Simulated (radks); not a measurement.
The numbers below are computed, except where a source is named.
The chlorine anion Cl-, [Ar], held by a Watson sphere: a shell of charge +1 at radius R that stands for the Madelung well of a crystal (potential energy -1/R inside, -1/r outside, in hartree with lengths in bohr). Code: a radial shooting solver on a logarithmic mesh with Libxc functionals. Model: scalar-relativistic Kohn-Sham, LDA (Slater exchange, VWN5 correlation), spin-unpolarised, spherical densities, point nucleus. Response by self-consistent Sternheimer equations with the Hartree and adiabatic LDA kernel, the relativistic mass of each level held fixed and spin-orbit coupling left out. The sphere does not respond.

R (bohr)  e(2p) (eV)  e(3s) (eV)  e(3p) (eV)  <r> 3p (bohr)  sum of <r^2> (bohr^2)  X-ray form factor at sin(theta)/lambda = 0.1 1/angstrom  alpha (bohr^3)
1.93         -189.72     -21.049      -9.252          1.863                  32.39                                                   15.939           17.29
2.47         -189.40     -19.986      -8.406          1.925                  34.44                                                   15.838           20.77
2.48         -189.39     -19.968      -8.390          1.926                  34.48                                                   15.837           20.83
3.12         -188.78     -18.872      -7.382          1.979                  36.34                                                   15.756           25.41
3.63         -188.22     -18.131      -6.658          2.006                  37.42                                                   15.715           29.01
3.67         -188.18     -18.077      -6.605          2.008                  37.49                                                   15.712           29.29
3.77         -188.07     -17.946      -6.474          2.013                  37.66                                                   15.706           29.97
4.53         -187.29     -17.067      -5.593          2.036                  38.69                                                   15.674           34.71

Estimate the row for R = 3.23 bohr.

Answer. e(2p) (eV) -188.66; e(3s) (eV) -18.703; e(3p) (eV) -7.219; <r> 3p (bohr) 1.985; sum of <r^2> (bohr^2) 36.60; X-ray form factor at sin(theta)/lambda = 0.1 1/angstrom 15.746; alpha (bohr^3) 26.20.
